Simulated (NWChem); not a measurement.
System: CH$_{4}$BeSe; SMILES [CH3][Be][SeH]

NWChem input:

```
start job
memory heap 200 mb stack 900 mb global 1100 mb
geometry units angstroms noautosym nocenter noautoz
  Be     0.051371    -1.101742    -0.001846
  C      0.008165    -2.775188     0.000178
  H     -0.722384    -3.174275    -0.725702
  H     -0.258153    -3.189134     0.988459
  H      0.988397    -3.206609    -0.272223
  Se     0.142525     0.940664    -0.004658
  H     -1.329778     1.011123     0.005750
end
basis spherical
  * library def2-svpd
end
dft
  xc pbe0
  iterations 150
end
property
  response 1 0.0
end
task dft property
```

Excerpt of the output:

```
             Northwest Computational Chemistry Package (NWChem) 7.3.0
             --------------------------------------------------------

                             Geometry "geometry" -> ""
                             -------------------------

 Output coordinates in angstroms (scale by  1.889725989 to convert to a.u.)

  No.       Tag          Charge          X              Y              Z
 ---- ---------------- ---------- -------------- -------------- --------------
    1 Be                   4.0000     0.05137100    -1.10174200    -0.00184600
    2 C                    6.0000     0.00816500    -2.77518800     0.00017800
    3 H                    1.0000    -0.72238400    -3.17427500    -0.72570200
    4 H                    1.0000    -0.25815300    -3.18913400     0.98845900
    5 H                    1.0000     0.98839700    -3.20660900    -0.27222300
    6 Se                  34.0000     0.14252500     0.94066400    -0.00465800
    7 H                    1.0000    -1.32977800     1.01112300     0.00575000

 Effective nuclear repulsion energy (a.u.)     110.9344449836

                              NWChem Property Module
                              ----------------------

                                 NWChem DFT Module
                                 -----------------

 Summary of "ao basis" -> "ao basis" (spherical)
 ------------------------------------------------------------------------------
       Tag                 Description            Shells   Functions and Types
 ---------------- ------------------------------  ------  ---------------------
 Be                        def2-svpd                 6       12   3s3p
 C                         def2-svpd                 8       20   4s2p2d
 H                         def2-svpd                 4        8   2s2p
 Se                        def2-svpd                15       41   6s5p4d

            General Information
            -------------------
          SCF calculation type: DFT
          Wavefunction type:  closed shell.
          No. of atoms     :     7
          No. of electrons :    48
           Alpha electrons :    24
            Beta electrons :    24
          Charge           :     0
          Spin multiplicity:     1
          Use of symmetry is: off; symmetry adaption is: off
          Maximum number of iterations: 150
          AO basis - number of functions:   105
                     number of shells:    45
          Convergence on energy requested:  1.00D-06
          Convergence on density requested:  1.00D-05
          Convergence on gradient requested:  5.00D-04

              XC Information
              --------------
                         PBE0 Method XC Functional
                     Hartree-Fock (Exact) Exchange  0.250
          PerdewBurkeErnzerhof Exchange Functional  0.750
            Perdew 1991 LDA Correlation Functional  1.000 local
           PerdewBurkeErnz. Correlation Functional  1.000 non-local

             Grid Information
             ----------------
          Grid used for XC integration:  medium
          Radial quadrature: Mura-Knowles
          Angular quadrature: Lebedev.
          Tag              B.-S. Rad. Rad. Pts. Rad. Cut. Ang. Pts.
          ---              ---------- --------- --------- ---------
          Be                  1.05       49          12.0       434
          C                   0.70       49          13.0       434
          H                   0.35       45          14.0       434
          Se                  1.15      112          12.0       590
          Grid pruning is: on
          Number of quadrature shells:   390
          Spatial weights used:  Erf1

      Superposition of Atomic Density Guess
      -------------------------------------

 Sum of atomic energies:       -2453.68975932

      Non-variational initial energy
      ------------------------------

 Total energy =   -2454.849772
 1-e energy   =   -3634.193193
 2-e energy   =    1068.408975
 HOMO         =      -0.314136
 LUMO         =       0.005524

   convergence    iter        energy       DeltaE   RMS-Dens  Diis-err
 ---------------- ----- ----------------- --------- --------- ---------
 d= 0,ls=0.0,diis     1  -2456.1220766585 -2.57D+03  9.30D-03  2.75D-01
 d= 0,ls=0.0,diis     2  -2456.1442823622 -2.22D-02  3.79D-03  1.17D-01
 d= 0,ls=0.0,diis     3  -2456.1571691937 -1.29D-02  1.07D-03  1.15D-02
 d= 0,ls=0.0,diis     4  -2456.1586612054 -1.49D-03  1.83D-04  1.48D-04
 d= 0,ls=0.0,diis     5  -2456.1586830368 -2.18D-05  3.56D-05  1.02D-05
  Resetting Diis
 d= 0,ls=0.0,diis     6  -2456.1586846393 -1.60D-06  1.30D-05  5.78D-07
 d= 0,ls=0.0,diis     7  -2456.1586847506 -1.11D-07  6.21D-06  9.80D-08

         Total DFT energy =    -2456.158684750630
      One electron energy =    -3637.495278730417
           Coulomb energy =     1166.980590495241
    Exchange-Corr. energy =      -96.578441499034
 Nuclear repulsion energy =      110.934444983580

 Numeric. integr. density =       47.999982676712

                       DFT Final Molecular Orbital Analysis
                       ------------------------------------

 Vector   22  Occ=2.000000D+00  E=-3.406477D-01
              MO Center=  4.8D-02, -7.5D-01, -2.0D-03, r^2= 4.2D+00
   Bfn.  Coefficient  Atom+Function         Bfn.  Coefficient  Atom+Function
  ----- ------------  ---------------      ----- ------------  ---------------
    16      0.387826  2 C  s                 73      0.342901  6 Se py
     2     -0.337055  1 Be s                 18     -0.306688  2 C  py
    70      0.277904  6 Se py                60      0.236777  6 Se s
     8      0.226774  1 Be py                21     -0.215602  2 C  py
     1      0.194688  1 Be s                 67     -0.184138  6 Se py

 Vector   23  Occ=2.000000D+00  E=-3.140170D-01
              MO Center=  7.8D-02, -8.7D-01, -2.4D-03, r^2= 4.4D+00
   Bfn.  Coefficient  Atom+Function         Bfn.  Coefficient  Atom+Function
  ----- ------------  ---------------      ----- ------------  ---------------
     5      0.426201  1 Be py                18      0.357311  2 C  py
    70      0.328628  6 Se py                73      0.269827  6 Se py
    67     -0.210239  6 Se py                 2      0.161692  1 Be s
    61      0.153157  6 Se s                 60      0.114397  6 Se s
    15     -0.112990  2 C  s                 21      0.109202  2 C  py

 Vector   24  Occ=2.000000D+00  E=-2.640655D-01
              MO Center=  9.3D-02,  7.5D-01, -3.3D-03, r^2= 2.1D+00
   Bfn.  Coefficient  Atom+Function         Bfn.  Coefficient  Atom+Function
  ----- ------------  ---------------      ----- ------------  ---------------
    74      0.548153  6 Se pz                71      0.484984  6 Se pz
    68     -0.308202  6 Se pz                 6     -0.146358  1 Be pz
    65      0.100032  6 Se pz                77      0.069921  6 Se pz
    22     -0.048527  2 C  pz                29     -0.044461  2 C  d -1
     9      0.037586  1 Be pz                47      0.036219  4 H  py

 Vector   25  Occ=0.000000D+00  E=-2.338535D-02
              MO Center=  2.6D-01, -4.9D-01, -8.5D-04, r^2= 4.8D+00
   Bfn.  Coefficient  Atom+Function         Bfn.  Coefficient  Atom+Function
  ----- ------------  ---------------      ----- ------------  ---------------
     4      0.470460  1 Be px                62     -0.319995  6 Se s
     7     -0.309971  1 Be px                 8      0.245134  1 Be py
    98     -0.239720  7 H  s                 99     -0.227390  7 H  s
    16      0.206330  2 C  s                  3     -0.196327  1 Be s
    10     -0.195656  1 Be px                60      0.196612  6 Se s

 Vector   26  Occ=0.000000D+00  E=-7.295459D-03
              MO Center= -8.6D-01, -6.4D-01,  1.1D-02, r^2= 8.4D+00
   Bfn.  Coefficient  Atom+Function         Bfn.  Coefficient  Atom+Function
  ----- ------------  ---------------      ----- ------------  ---------------
    62      1.550656  6 Se s                 16     -1.320475  2 C  s
     3      0.709936  1 Be s                  8     -0.680043  1 Be py
    11     -0.631353  1 Be py                10     -0.264721  1 Be px
    60     -0.247514  6 Se s                 61     -0.245185  6 Se s
    99     -0.175474  7 H  s                  4      0.174485  1 Be px

 Vector   27  Occ=0.000000D+00  E= 3.964432D-04
              MO Center=  7.3D-02, -9.0D-01, -3.6D-02, r^2= 5.3D+00
   Bfn.  Coefficient  Atom+Function         Bfn.  Coefficient  Atom+Function
  ----- ------------  ---------------      ----- ------------  ---------------
    12     -0.523913  1 Be pz                 6      0.505059  1 Be pz
    74      0.257891  6 Se pz                 9     -0.241957  1 Be pz
    77      0.239491  6 Se pz                71      0.182503  6 Se pz
    41      0.133959  4 H  s                 94      0.134568  6 Se d -1
    68     -0.108233  6 Se pz                33     -0.097889  3 H  s

     Multipole analysis of the density
     ---------------------------------

     L   x y z        total         alpha         beta         nuclear
     -   - - -        -----         -----         ----         -------
     0   0 0 0      0.000000    -24.000000    -24.000000     48.000000

[...]

 DFT Linear Response polarizability / au
 Frequency  =       0.0000000 / au
              X              Y              Z
 -----------------------------------------------
 X      51.0892975     -0.0678250      0.0088804
 Y      -0.0678262     72.1557102      0.0080758
 Z       0.0088804      0.0080761     52.2032627
 -----------------------------------------------
 Eigenvalues =      51.0890080     72.1559318     52.2033307
 Isotropic   =      58.4827568
 Anisotropic =      20.5324534
 -----------------------------------------------

 Magnetic Dipole Response Matrix (nonzero elements):

 Exiting AOResponse driver routine
```

Level: PBE0/def2-SVPD. The geometry was optimised at PBE0/def2-SVP.
